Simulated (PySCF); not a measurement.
Structure problem from calculated spectra and properties.

Formula: C3H9FO3Si3.

* 1H NMR: chemical shifts (computed TMS as zero) by class: 7.19 (1 H), 7.02 (1 H), 5.63 (2 H), 5.20 (3 H), 4.64 (2 H) ppm [GIAO PBE0/pcSseg-1]
* 13C NMR: chemical shifts (computed TMS as zero) by class: 183.8 (1 C), 179.1 (1 C), 133.6 (1 C) ppm [GIAO PBE0/pcSseg-1]
* Rotational structure: rotational constants A, B, C: 1.165, 0.373, 0.285 GHz [GFN2-xTB]
* Dipole: 2.44 D [PBE0/pcSseg-1]
* NMR, other nuclei: isotropic shieldings of nuclei other than C and H, by class: -173 (1 O), 95 (1 O), 336 (1 O), 247 (1 F), 388 (1 Si), 393 (1 Si), 433 (1 Si) ppm [GIAO PBE0/pcSseg-1]

The electronic properties come from PySCF, for the isolated species, density fitting. Levels stand in brackets. The structure is a single GFN2-xTB conformer in the gas phase; no vibrational or solvent corrections. NMR values are class means; diastereotopic atoms form classes of their own.

Question: What is the compound? Reason from the data.

Answer: Numbering: `[O:1]=[C:2]([OH:3])[SiH2:4]/[C:5]([F:6])=[CH:7]/[SiH2:8][O:9][SiH3:10]`. Its formula, C3H9FO3Si3, gives 2 degrees of unsaturation: 0 rings and 2 π bonds in the structure found. 3 carbons fall into 3 classes; from least to most shielded: carbonyl carbon [C2] (183.8 ppm), vinylic C–F carbon [C5] (179.1 ppm), alkene CH carbon [C7] (133.6 ppm). Hydrogen classes from least to most shielded: 1 H on an alkene CH carbon, C7 (7.19 ppm), 1 H on an acid hydroxyl oxygen, O3 (7.02 ppm), 2 H on an oxygen-bound silicon, Si8 (5.63 ppm), 3 H on an oxygen-bound silicon, Si10 (5.20 ppm), 2 H on an SiH2 silicon, Si4 (4.64 ppm). The other shieldings belong to: -173 ppm, acid carbonyl oxygen [O1]; 95 ppm, acid hydroxyl oxygen [O3]; 336 ppm, siloxane oxygen [O9]; 247 ppm, vinyl fluorine [F6]; 388 ppm, oxygen-bound silicon [Si8]; 393 ppm, oxygen-bound silicon [Si10]; 433 ppm, SiH2 silicon [Si4]. By its constants the optimised geometry is an asymmetric top. Structure: `O=C(O)[SiH2]/C(F)=C/[SiH2]O[SiH3]`. The assignments are read from this structure; whether some other isomer fits the data as well wasn't checked.
